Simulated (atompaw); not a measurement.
**What one change does to a pseudopotential (Mo (Z = 42), PAW (atompaw))**

Mo (Z = 42), PAW, made with atompaw 4.2.0.5 (PBE, scalar-relativistic). Core [Ar] 3d10, reference 4s2 4p6 4d5 5s1 5p0. Waves: 4s (bound): rc 1.40 bohr; 5s (bound): rc 2.55 bohr; 4p (bound): rc 2.00 bohr; 5p (bound, empty): rc 2.55 bohr; 4d (bound): rc 2.55 bohr; 4d channel at 1.95 Ry: rc 1.80 bohr. Local part: ultrasoft scheme with l = 3 at 0.5 Ry, radius 2.05 bohr. Core correction: smooth core density matched at 1.35 bohr. Augmentation charge: sinc compensation charge, radius 1.95 bohr; PAW radius 2.55 bohr; waves and projectors: custom polynom2 7 10 vanderbiltortho.

Change: local potential ultrasoft scheme with l = 3 at 0.5 Ry, radius 2.48 bohr.

Cutoffs: the cutoffs (Ry, on a coarse ladder) from which the occupation-weighted sum of valence levels, in a spherical-Bessel basis at the reference potential, stays within 10 and 1 mRy of its value at 400 Ry; they do not see the model core or the augmentation charge, which bear on the density cutoff.

Question: What does the change do?

Answer: The potential gets neither clearly harder nor softer (30 Ry and 70 Ry → 30 Ry and 70 Ry); the range in which the s phases agree widens (upper end 1.0 → 4.3); the range in which the p phases agree widens (upper end 0.5 → at the end of the scan); neither file shows a bound ghost.

```csv
quantity,base,changed
"cutoff, loose",30 Ry,30 Ry
"cutoff, tight",70 Ry,70 Ry
bound ghosts,none,none
s: phases at 2.55 bohr within 0.05 rad from the reference energy up to (Ry; the scan ends near 5),1.0,4.3
p: phases at 2.55 bohr within 0.05 rad from the reference energy up to (Ry; the scan ends near 5),0.5,to the end of the scan
d: phases at 2.55 bohr within 0.05 rad from the reference energy up to (Ry; the scan ends near 5),2.7,3.0
lowest overlap eigenvalue by channel,"s 0.37, p 0.52, d 0.96","s 0.39, p 0.53, d 0.96"
```

 The cutoffs see the waves, projectors and local potential, not the compensation charge or the core.
